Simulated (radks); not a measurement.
Species: F. Configuration: [He] 2s2 2p5. All-electron calculation, non-relativistic Kohn-Sham, PBE, spin-polarised, spherical densities, point nucleus; open shells are filled with parallel spins first; hard spherical wall at 5 bohr. Program: a radial shooting solver on a logarithmic mesh with Libxc functionals.

Unscreened Slater integrals over Kohn-Sham orbitals (eV). They are taken over the spin-up orbitals. Empty in this configuration: 3s.

F0(2p,2p): 23.535
F2(2p,2p): 10.361
F0(2p,2s): 24.080
G1(2p,2s): 14.498
F0(2p,1s): 34.534
G1(2p,1s): 3.6315
F0(2p,3s): 10.616
G1(2p,3s): 1.1933
F0(2s,2s): 24.808
F0(2s,1s): 35.437
G0(2s,1s): 2.5508
F0(2s,3s): 10.698
G0(2s,3s): 0.85397
F0(1s,1s): 145.17
F0(1s,3s): 12.009
G0(1s,3s): 0.34190
F0(3s,3s): 8.4517

Derived for the open shells (J is the average intra-shell exchange parameter used in DFT+U). 2p: J = F2/5 = 2.072 eV.
